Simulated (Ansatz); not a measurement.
Species: ICl2, charge -1, multiplicity 1. It need not be the lowest isomer of its formula. 
Structure (B3LYP-D3(BJ)/def2-TZVP (Ansatz, a program for electronic structure) minimum search):
SMILES: Cl[I-]Cl
```xyz
3

Cl     0.0000     0.0000    -2.6054
I      0.0000     0.0000     0.0000
Cl     0.0000     0.0000     2.6054
```
Charge -1, spin multiplicity 1.

Basis-set convergence of Hartree-Fock and CCSD(T) correlation energies (hartree) with Ansatz. Valence correlation only, unless marked. Spin-orbit coupling is left out. Frozen are the shells of the preceding noble gas and the d and f shells that filled before the atom's block. Past Kr the def2 sets carry scalar-relativistic core potentials.

| basis | functions | E(HF) | E(corr, CCSD(T)) |
|---|---|---|---|
| def2-SVPD | 89 | -1215.47645 | -0.46188 |
| def2-TZVPPD | 161 | [?] | [?] |

### Question
Fill in the missing entries.

### Answer

- def2-TZVPPD, E(HF): -1215.78132
- def2-TZVPPD, E(corr, CCSD(T)): -0.61568
